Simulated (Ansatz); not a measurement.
Reaction R1 → P1 + P2, each structure at its B3LYP-D3(BJ)/def2-TZVP stationary point, reached from a drawn start (curvature not checked).
R1, F5W (SMILES [F][W]([F])([F])([F])[F]) (charge 0, multiplicity 2):
```csv
atom,x (Å),y (Å),z (Å)
W,-0.0294,0.0459,-0.0002
F,-0.0287,0.0522,1.8972
F,-0.0283,0.0402,-1.8976
F,1.8045,-0.1472,0.0003
F,-0.9205,1.6378,-0.0052
F,-0.7978,-1.6290,0.0054
```
P1, F4W (SMILES [F][W]([F])([F])[F]) (charge 0, multiplicity 3, Z-matrix in Å and degrees):
```
W
F 1 1.8647
F 1 1.8647 2 104.92
F 1 1.8873 2 116.98 3 131.48
F 1 1.8873 2 116.96 3 -131.49
```
P2: F atom, charge 0, multiplicity 2.

P less R. No zero-point or thermal terms; open shells are unrestricted; no spin–orbit coupling. The spin states of the d-block species are the ones drawn and need not be the lowest.

Correlated levels freeze the cores.

Run with Ansatz (Gaussian basis) for Hartree–Fock, density functionals and correlated methods. All values are computed, each at the level named. Elements past Kr take the def2 small-core potentials, without spin–orbit coupling.

Total energies in hartree:

```
structure  PBE/def2-TZVPP  B3LYP/def2-TZVPP  CCSD(T)/def2-TZVPP
---------  --------------  ----------------  ------------------
R1            -566.359843       -566.794599         -565.533472
P1            -466.485978       -466.835238         -465.721999
P2             -99.669123        -99.770147          -99.625056
```

### Question
Work out the reaction energy at each level in kJ/mol (1 hartree = 2625.49964 kJ/mol), and say how far PBE/def2-TZVPP lies from CCSD(T)/def2-TZVPP.

### Answer
- PBE/def2-TZVPP: (-466.485978) + (-99.669123) − (-566.359843) = 0.204742 hartree = 537.6 kJ/mol
- B3LYP/def2-TZVPP: (-466.835238) + (-99.770147) − (-566.794599) = 0.189214 hartree = 496.8 kJ/mol
- CCSD(T)/def2-TZVPP: (-465.721999) + (-99.625056) − (-565.533472) = 0.186417 hartree = 489.4 kJ/mol
PBE/def2-TZVPP less CCSD(T)/def2-TZVPP: 48.2 kJ/mol. CCSD(T)/def2-TZVPP is the level counted from, the highest shown, and no exact or measured value.

Ansatz is a first-principles code.
